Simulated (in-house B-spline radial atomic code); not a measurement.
## RPA and G0W0 on LC-wPBE: neutral copper

Configuration [Ar] 3d10 4s1, highest spin, mean-field start LC-wPBE. Computed with an all-electron radial atomic-structure program (B-spline basis): all electrons, scalar-relativistic (spin-free one-electron X2C), finite nucleus, each spin shell either full or empty, empty states to l = 9 with an (l + 1/2)⁻⁴ tail; G0W0 by contour deformation at full frequency.

RPA overbinds a lone outer s electron by self-correlation, and G0W0 tends to as well.

Command:
```bash
python run_gw.py task.json out
```
Settings (radii: box in bohr, nucleus in fm):
```
Z                        29
electrons                29
configuration            [Ar] 3d10 4s1
hamiltonian              x2c
method                   lc_wpbe
lmax                     9
rms_radius               3.8823
spin_polarised           True
box_radius               40
intervals                73
ion_configuration        [Ar] 3d10
```

Run time, properties included: 11 s on 1 thread of Arm Neoverse N1, with other jobs on the host.

Energies (hartree):

```
                                     term        value
                         mean-field total  -1654.63003
Hartree-Fock functional on these orbitals  -1653.15526
                      direct second order      -2.7134
                    second-order exchange      0.76277
                         SOSEX correction      0.67104
```

What is the RPA correlation energy, and what remains with SOSEX?

RPA gives -2.1596 hartree (-2.03 eV per electron); RPA + SOSEX gives -1.4886, and the second-order doubles -1.9506 hartree (no singles). RPA lacks exchange-type terms and so overcorrelates at short range.

Quasi-particle levels (eV):

```json
{"level": "4s up", "occupied": "yes", "mean field": "-7.779", "Σx - vxc": "0.64", "Σc": "?", "QP weight": "?", "G0W0": "?"}
{"level": "4s down", "occupied": "no", "mean field": "-0.583", "Σx - vxc": "0.97", "Σc": "-1.29", "QP weight": "0.957", "G0W0": "-0.904"}
```

G0W0 = mean field + (Σx - vxc) + Σc, with Σc (partial-wave tail included) taken at the quasi-particle energy. Only the outer levels were computed. Levels of low weight are left out.

Where does G0W0 put 4s up?

At -8.228 eV, with Σc = -1.09 eV and a quasi-particle weight of 0.951. The tabulated removal energy is 7.726 eV (NIST, measured); the calculation leaves out spin-orbit coupling, Breit and QED terms, and what these don't explain is the method's own error.

What does it cost to remove one electron (to [Ar] 3d10) by differences of total energies, each species on its own start (correlation terms add to the Hartree-Fock functional)?

LC-wPBE 7.828 eV, Hartree-Fock functional 6.336 eV, + RPA 7.840 eV, + RPA + SOSEX 7.325 eV, + second order 8.449 eV. Tabulated: 7.726 eV (NIST, measured); the calculation leaves out spin-orbit coupling, Breit and QED terms, and what these don't explain is the method's own error.
